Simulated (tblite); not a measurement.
SiF₄.
Bonds: F1–Si2, Si2–F3, Si2–F4, Si2–F5.

Computed with GFN2-xTB (tblite), gas phase: Langevin dynamics at 400 K from the optimised GFN2-xTB geometry, time step 0.5 fs, friction 0.01 fs⁻¹, 2000 steps. The instantaneous temperature is 2·E(kin)/(3Nk) with all 3N coordinates.

```csv
t (fs),T (K),E(pot) above start (eV),F1–Si2 (Å),Si2–F3 (Å),Si2–F4 (Å),Si2–F5 (Å)
0,155,0.000,1.566,1.566,1.566,1.566
25,246,0.140,1.630,1.563,1.543,1.527
50,418,0.124,1.583,1.571,1.595,1.558
75,438,0.175,1.504,1.570,1.581,1.590
100,442,0.106,1.575,1.571,1.576,1.582
125,319,0.047,1.596,1.558,1.558,1.547
150,235,0.128,1.612,1.572,1.567,1.566
175,139,0.214,1.525,1.582,1.590,1.577
200,254,0.112,1.568,1.609,1.564,1.576
225,227,0.111,1.592,1.553,1.529,1.568
250,246,0.065,1.594,1.529,1.583,1.555
275,302,0.094,1.530,1.583,1.599,1.573
300,185,0.151,1.547,1.616,1.543,1.548
325,341,0.075,1.606,1.593,1.573,1.583
350,258,0.095,1.604,1.519,1.566,1.554
375,379,0.042,1.557,1.599,1.548,1.563
400,222,0.136,1.558,1.639,1.557,1.564
425,357,0.074,1.545,1.539,1.573,1.593
450,324,0.127,1.552,1.515,1.591,1.609
475,282,0.160,1.574,1.622,1.560,1.537
500,146,0.230,1.595,1.652,1.537,1.550
525,582,0.041,1.578,1.581,1.548,1.554
550,336,0.087,1.577,1.545,1.598,1.582
575,330,0.064,1.564,1.571,1.593,1.601
600,371,0.105,1.546,1.571,1.511,1.563
625,409,0.123,1.598,1.603,1.588,1.586
650,507,0.104,1.551,1.547,1.569,1.522
675,408,0.108,1.591,1.565,1.605,1.582
700,393,0.059,1.600,1.539,1.580,1.582
725,173,0.097,1.546,1.590,1.527,1.563
750,312,0.089,1.578,1.610,1.599,1.577
775,145,0.085,1.573,1.515,1.557,1.544
800,106,0.107,1.584,1.596,1.589,1.609
825,255,0.113,1.522,1.593,1.536,1.561
850,306,0.084,1.564,1.574,1.604,1.585
875,398,0.080,1.582,1.553,1.594,1.592
900,380,0.121,1.567,1.561,1.541,1.545
925,415,0.182,1.575,1.615,1.601,1.568
950,565,0.091,1.560,1.576,1.541,1.536
975,534,0.099,1.611,1.563,1.581,1.576
1000,382,0.068,1.558,1.559,1.581,1.561
```

Q: From 500 fs on, how do temperature and potential energy compare with equipartition?

A: The mean temperature of these 21 frames is 355 K against the target 400 K, and the mean potential energy 0.10 eV against 9 × kT/2 = 0.16 eV for 9 classical harmonic modes. For 5 atoms in a canonical ensemble the temperature itself scatters by T·√(2/(3N)) = 146 K; here its standard deviation is 132 K. The whole run lasts only 10 friction times of 100 fs, so these averages carry a wide statistical error.

Q: What are the kinetic and total energies of the listed frame with the highest potential energy?

A: The one at 500 fs, 0.230 eV above the start. Its kinetic energy is 3NkT/2 = 0.094 eV at 146 K, so the sum is 0.32 eV; over the listed frames the sum runs from 0.10 to 0.46 eV, since the thermostat adds and removes energy.

Q: How much do the listed bonds fluctuate from 500 fs on?

A: 
```json
{"bond": "F1–Si2", "at the start (Å)": "1.566", "mean (Å)": "1.572", "standard deviation (Å)": "0.021"}
{"bond": "Si2–F3", "at the start (Å)": "1.566", "mean (Å)": "1.575", "standard deviation (Å)": "0.030"}
{"bond": "Si2–F4", "at the start (Å)": "1.566", "mean (Å)": "1.570", "standard deviation (Å)": "0.029"}
{"bond": "Si2–F5", "at the start (Å)": "1.566", "mean (Å)": "1.568", "standard deviation (Å)": "0.021"}
```

The motion is classical and holds no zero-point motion.

The cost below is that of the whole dynamics run. On one thread, Arm Neoverse V2 (aarch64), no GPU, shared host with 96 logical CPUs at a one-minute load of 33, this took 3.5 s wall and 0.17 GiB of memory at its peak.
